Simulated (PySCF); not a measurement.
A structure optimised at PBE-D3(BJ)/def2-SVP, used in a PySCF frequency run:

```
C
C 1 1.3495
F 2 1.3312 1 123.67
H 2 1.1028 3 114.00 1 -179.63
C 1 1.5112 2 127.43 4 -179.92
F 5 1.3599 1 111.09 2 -12.52
F 5 1.3681 6 108.27 1 -120.95
H 5 1.1155 6 108.97 7 -117.02
Cl 1 1.7398 2 118.80 4 -1.17
```
Charge 0, spin multiplicity 1.

Write its SMILES and formula.

F/C=C(/Cl)C(F)F, C3H2ClF3

What are its rotational constants (standard atomic weights)?

2.4945, 1.8188, 1.1534 GHz
